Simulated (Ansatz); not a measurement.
Compare A (`F[C@@H]1[O][Ge@H]1[SiH3]`) with its isomer B (`O=[C]([SiH3])[GeH2][F]`).

Isolated molecules relaxed with PBE0-D4/def2-TZVP in Ansatz; ΔE leaves out vibrations. CBS: MP2 limit from def2 TZ/QZ plus the TZ coupled-cluster correction, frozen cores. DFT in def2-TZVPP. B3LYP here is the variant with VWN-RPA as its local correlation; programs differ in this. For Ge outer-core shells are correlated without core-valence functions, which leaves a few kJ/mol of doubt a bond. Scalar relativity is left out up to krypton. Each species was taken in one conformer, which may not be the lowest.

Problem. Which is lower in electronic energy at CCSD(T)/CBS, and by how much? (Best estimate.)

Solution. The calculation gave: B, by 22.8 kcal/mol.

Problem. Give E(B) − E(A) in kcal/mol with CCSD/def2-TZVPP, CCSD(T)/def2-TZVPP, MP2/def2-TZVPP, r2SCAN-D4, HF/def2-TZVPP, B3LYP, PBE0-D4. (An estimate is asked.)

Solution. Computed: CCSD/def2-TZVPP -25.9, CCSD(T)/def2-TZVPP -24.2, MP2/def2-TZVPP -23.6, r2SCAN-D4 -19.9, HF/def2-TZVPP -35.8, B3LYP -24.8, PBE0-D4 -19.3. None reverses the order clearly.

Largest T1 diagnostic: 0.016.

In def2-TZVPP, CCSD(T) changes the Hartree–Fock value by +11.5 kcal/mol (the triples alone add +1.7 kcal/mol) and MP2 by +12.1 kcal/mol. From PBE to PBE0 (25 % exact exchange), in def2-TZVPP and without D4, E(B) − E(A) moves by −1.3 kcal/mol.
